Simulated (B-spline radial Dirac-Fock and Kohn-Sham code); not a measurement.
Level of theory: independent-particle rates on relativistic LDA orbitals of the hole state (multipoles up to L = 3, Coulomb Auger matrix elements, transition energies from Dirac-Fock); a radial atomic solver. Free neutral atoms.

Task: Order these holes by natural width, smallest first.
A. Fe L2 (2p1/2)
B. Gd L2 (2p1/2)
C. Au K (1s)
D. S L2 (2p1/2)
E. Ir L3 (2p3/2)

Result: D (0.0700 eV), A (0.416 eV), B (3.91 eV), E (5.24 eV), C (50.4 eV).

Values without a named source are computed, but for edge energies of neutral atoms, which are taken from tables.
